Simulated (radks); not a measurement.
Ionisation of neutral phosphorus, [Ne] 3s2 3p3, to [Ne] 3s2 3p2 as the strength of local exchange is varied. Calculated with a radial shooting solver on a logarithmic mesh with Libxc functionals: scalar-relativistic Kohn-Sham, Slater X-alpha exchange (alpha = 2/3 is LDA exchange), no correlation, spin-unpolarised, spherical densities, point nucleus.

| alpha | E(P) (hartree) | exchange (hartree) | IE (eV) | -e of the level emptied (eV) | <r> of it (bohr) |
|---|---|---|---|---|---|
| 0.667 | -339.66123 | -20.67835 | 8.664 | 4.528 (3p) | 2.421 |
| 0.672 | -339.81630 | -20.84143 | 8.711 | 4.568 (3p) | 2.417 |
| 0.855 | -345.53317 | -26.89233 | 10.503 | 6.118 (3p) | 2.276 |
| 0.876 | -346.19434 | -27.59688 | 10.718 | 6.308 (3p) | 2.262 |
| 0.98 | -349.48426 | -31.11693 | 11.816 | 7.281 (3p) | 2.193 |

NIST Atomic Spectra Database: 10.487 eV (measured). The Delta-SCF value meets it near alpha = 0.85. Spin polarisation and multiplet splitting are left out, so open shells lie too high by an amount that depends on their filling.

Beside tabulated values, note that spin-unpolarised runs miss the spin-polarisation part of the exchange energy of open shells.
